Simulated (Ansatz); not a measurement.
Frontier orbitals of `O[SiH](O)F`.

Total charge 0; spin multiplicity 1. All single points use the PBE0-D4/def2-TZVP geometry. It is one conformer, not always the lowest. Basis def2-TZVPP, Ansatz.

A caution on the coupled-cluster cation, which keeps the state that its UHF reference found: it lies well above the hybrids' cation and may not be the lowest state; large T1 diagnostic of the cation.

| functional | HOMO (eV) | LUMO (eV) |
| --- | --- | --- |
| ωB97M-V | -12.02 | 2.15 |

**Question.** Give HOMO and LUMO (eV) with LDA (SPW92), PBE, revPBE, BLYP, r2SCAN, B97M-V, PBE0, B3LYP, r2SCANh, r2SCAN0, HSE06 (plane-wave form), BHLYP, CAM-B3LYP, LC-ωPBE, ωB97X-V, HF. (Estimate.)

**Answer.** The calculation gave: 
```
             functional    HOMO   LUMO
            LDA (SPW92)   -8.12  -0.34
                    PBE   -7.95  -0.21
                 revPBE   -7.89  -0.14
                   BLYP   -7.88  -0.28
                 r2SCAN   -8.35   0.53
                 B97M-V   -8.43   0.07
                   PBE0   -9.62   0.70
                  B3LYP   -9.38   0.29
                r2SCANh   -8.98   0.79
                r2SCAN0   -9.90   1.18
HSE06 (plane-wave form)   -9.21   0.33
                  BHLYP  -11.23   1.32
              CAM-B3LYP  -11.14   1.44
                LC-ωPBE  -12.51   2.83
                ωB97X-V  -12.15   2.63
                     HF  -13.70   3.43
```

B3LYP here is the variant with VWN-RPA as its local correlation; programs differ in this. LC-ωPBE has ω = 0.4 bohr⁻¹. Positive LUMOs are unbound and depend on the basis.
